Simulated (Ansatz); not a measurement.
The Be1–I3 bond of BeBrI (SMILES [Br][Be][I]) is stretched (multiplicity 1, the rest rigid).
Geometry at rest (charge 0, multiplicity 1):
```xyz
3

Be     0.000     0.000    -0.503
Br     0.000     0.000    -2.459
I      0.000     0.000     1.662
```

Cores are frozen in the correlated methods. Filled d and f shells under p-block atoms count as core.

The values were computed with Ansatz (Gaussian basis) for Hartree–Fock, density functionals and correlated methods. Each number belongs to the level named beside it. In def2 rows elements past Kr take small-core potentials, without spin–orbit coupling.

Energies above the point at 2.165 Å (the B3LYP-D3(BJ) bond length), FIC-MRCISD+Q on CASSCF(6,4)/def2-TZVPPD (kcal/mol): 10.98 at 1.949 Å; 4.20 at 2.382 Å; 93.05 at 6.929 Å.

Take the last value as the depth D of a Morse curve D(1 − e^(−a(R − R₀)))², fit a and R₀ to the two near points, and test it at 2.923 and 3.789 Å.


With D = 93.0, both near points (counted from the curve's value at 2.165 Å) are met by a = 1.24 Å⁻¹ and R₀ = 2.187 Å, so k = 2Da² = 287 kcal/(mol Å²). The curve then gives 33.3 and 69.3 kcal/mol; the level itself gives 34.5 and 76.0, so Morse is off by -1.2 and -6.7.

Doubts at one or more of the structures used: active orbitals that take no part (FIC-MRCISD+Q on CASSCF(6,4)/def2-TZVPPD).

Ansatz is a quantum-chemistry and plane-wave program.
